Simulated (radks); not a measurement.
Q: All-electron atom: Tb10+ in [Kr] 4d10 4f6 5s2 5p1. All-electron calculation, scalar-relativistic Kohn-Sham, r2SCAN, spin-polarised, spherical densities, finite nucleus; open shells are filled with parallel spins first (spin-orbit coupling, left out, can overturn this in heavy ions); meta-GGA in the generalised Kohn-Sham scheme; Fermi nuclear charge, rms radius 5.06 fm. Program: a radial shooting solver on a logarithmic mesh with Libxc functionals. Some entries of the table are withheld. Estimate them.

orbital  occ.  eigenvalue (eV)  <1/r> (bohr^-1)  <r> (bohr)
1s up       1        -52108.75            73.09     0.02151
1s down     1        -52108.59            73.09     0.02151
2s up       1        -8809.247            16.99     0.09148
2s down     1        -8809.217            16.99     0.09148
2p up       3        -7844.482            15.81     0.08089
2p down     3        -7844.365            15.81     0.08089
3s up       1        -2103.419            6.251      0.2391
3s down     1        -2099.579            6.259      0.2388
3p up       3        -1804.326            5.860      0.2380
3p down     3        -1800.456            5.869      0.2376
3d up       5        -1414.137            5.550      0.2167
3d down     5        -1411.107            5.559      0.2163
4s up       1        -564.0769            2.642      0.5381
4s down     1        -555.5937            2.637      0.5387
4p up       3        -464.2816            2.435      0.5678
4p down     3        -455.8698            2.430      0.5684
4d up       5              (1)            2.167      0.6093
4d down     5              (2)            2.162      0.6104
5s up       1              (3)            1.160       1.159
5s down     1              (4)            1.143       1.173
4f up       6        -174.3271            1.759      0.6965
5p up       1        -169.0114            1.052       1.263
4f down     0        -165.5952            1.751      0.7018
5p down     0        -163.1005            1.039       1.274

A: 
(1) 4d up eigenvalue (eV): -326.4871
(2) 4d down eigenvalue (eV): -318.0044
(3) 5s up eigenvalue (eV): -199.5599
(4) 5s down eigenvalue (eV): -193.2362
